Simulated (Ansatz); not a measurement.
A nudged elastic band was laid between two geometries of C3H11BSSi (17 atoms, charge 0, multiplicity 1).

The calculation used Ansatz 0.2.0, RKS B3LYP-D4/6-31G*.

```
movable images  : 5
climbing image  : yes
spring          : 5.0 eV/Å²
optimiser       : quadratic models (default)
start path      : through a guess of the saddle point
force threshold : 0.05 eV/Å
iteration limit : 54
end points      : relaxed
```

Image 0:

```xyz
17
Properties=species:S:1:pos:R:3
C -1.416 -0.466 -1.524
B -0.972 -0.922 -0.082
S -2.291 -1.446 1.042
C 0.551 -0.961 0.345
C 1.399 0.247 -0.123
Si 0.946 1.861 0.755
H -2.460 -0.685 -1.773
H -1.280 0.621 -1.616
H -0.777 -0.918 -2.294
H -1.556 -1.708 2.146
H 0.678 -1.109 1.426
H 0.954 -1.877 -0.122
H 2.466 0.053 0.050
H 1.291 0.393 -1.206
H -0.483 2.208 0.515
H 1.141 1.718 2.226
H 1.791 2.990 0.275
```

Image 6:

```xyz
17
Properties=species:S:1:pos:R:3
C -1.426 -0.584 -1.313
B -0.812 -0.984 0.081
S -1.838 -1.489 1.484
C 0.750 -0.962 0.338
C 1.472 0.310 -0.175
Si 1.005 1.880 0.773
H -2.445 -0.945 -1.485
H -0.794 -0.918 -2.146
H -1.459 0.514 -1.378
H -3.058 -1.448 0.903
H 1.003 -1.133 1.393
H 1.150 -1.836 -0.205
H 2.561 0.181 -0.106
H 1.255 0.469 -1.239
H -0.454 2.154 0.650
H 1.326 1.731 2.220
H 1.746 3.060 0.244
```

(1) Which bonds break or form, and what moves?

(2) Give the energies along the band, and the barrier.

(3) What is the geometry of the highest image?

## Answers

(1) No bond is made or broken.

(2) The forces met the threshold. The highest image is number 4 of 0 to 6, 0.69 eV above the ends, which have the same energy within 2 meV. The profile has 2 maxima (images 1, 4) with wells between them (image 3): this band takes more than one step, which may be the mechanism or a detour left from its start path. A vibrational analysis at the climbing image gives one clearly imaginary mode, 475i cm⁻¹: a first-order saddle point.

```tsv
image	path coordinate (Å)	energy (eV)
0	0.00	0.00
1	2.33	0.09
2	4.65	0.09
3	6.96	0.01
4	9.27	0.69
5	10.86	0.02
6	12.46	0.00
```

(3) 
```xyz
17
Properties=species:S:1:pos:R:3
C -1.473 -0.677 -1.502
B -0.827 -0.977 -0.109
S -1.994 -1.331 1.350
C 0.733 -1.041 0.094
C 1.420 0.327 -0.187
Si 0.943 1.696 1.031
H -2.004 -1.586 -1.827
H -0.764 -0.401 -2.291
H -2.254 0.091 -1.432
H -2.026 -0.028 1.709
H 1.009 -1.398 1.091
H 1.128 -1.773 -0.630
H 2.511 0.208 -0.155
H 1.183 0.672 -1.202
H -0.527 1.945 0.969
H 1.279 1.305 2.427
H 1.643 2.969 0.705
```

Run time: 20 min on 2 threads of Arm Neoverse V1 (shared host), peak memory 0.32 GiB.
